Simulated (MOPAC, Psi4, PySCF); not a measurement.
Intermolecular potential of CH4O ··· C2H6O (SMILES CO and COC). Monomers: optimised at B3LYP-D3(BJ) (def2-TZVP), held rigid. Orientation: lowest of the rigid-body minima from ten starts at GFN2-xTB. Only R, the distance of the centres of mass, is varied, so the lowest point isn't the relaxed dimer.

Geometry at R = 3.58 Å (first 6 atoms: monomer A):
```
15

C     -0.3581     0.0509     0.0277
O      0.9787    -0.1299     0.4736
H     -0.7218    -0.8075    -0.5480
H     -0.4733     0.9571    -0.5773
H     -0.9759     0.1527     0.9187
H      1.5503    -0.2233    -0.2946
C      3.7790     0.4970    -1.6775
O      2.7158    -0.4171    -1.8180
C      3.1603    -1.7511    -1.9124
H      4.3621     0.2983    -0.7682
H      3.3461     1.4940    -1.6109
H      4.4586     0.4583    -2.5394
H      2.2793    -2.3825    -2.0175
H      3.7133    -2.0548    -1.0133
H      3.8116    -1.8968    -2.7846
```

- RKS-B3LYP/6-31G* = restricted B3LYP/6-31G*, spherical d, no counterpoise correction in PySCF
- MP2/aug-cc-pVDZ = DF-MP2/aug-cc-pVDZ, frozen core, counterpoise-corrected run with Psi4 1.11
- SAPT0/jun-cc-pVDZ, frozen core (Psi4)
- PM3, restricted, heats of formation (MOPAC)
- AM1, restricted, heats of formation (MOPAC)

Interaction energies in kJ/mol (negative: bound); R is the distance of the centres of mass, d the H6···O8 distance.

```tsv
R / Å	d / Å	RKS-B3LYP/6-31G*	MP2/aug-cc-pVDZ	SAPT0/jun-cc-pVDZ	PM3	AM1
2.98	1.37	23.59	30.37	16.37	91.67	91.54
3.15	1.52	-8.36	-1.77	-9.52	33.84	46.60
3.39	1.75	-25.68	-19.19	-22.87	-7.22	7.37
3.58	1.93	-27.90	-22.08	-24.54	-7.85	-6.36
3.80	2.14	-25.48	-20.73	-22.54	-4.27	-9.97
4.02	2.35	-21.55	-17.65	-19.08	-4.87	-8.83
4.25	2.57	-17.41	-14.24	-15.40	-5.08	-6.83
4.57	2.89	-12.28	-10.26	-11.21	-3.94	-4.57
5.10	3.41	-6.13	-6.03	-6.76	-2.50	-2.70
5.79	4.09	-2.73	-3.26	-3.79	-1.53	-1.70
6.80	5.09	-1.33	-1.56	-1.88	-0.84	-0.95
8.12	6.40	-0.66	-0.73	-0.90	-0.44	-0.49
```

Lowest grid point: RKS-B3LYP/6-31G* -27.90 kJ/mol at R = 3.58 Å; MP2/aug-cc-pVDZ -22.08 kJ/mol at R = 3.58 Å; SAPT0/jun-cc-pVDZ -24.54 kJ/mol at R = 3.58 Å; PM3 -7.85 kJ/mol at R = 3.58 Å; AM1 -9.97 kJ/mol at R = 3.80 Å.
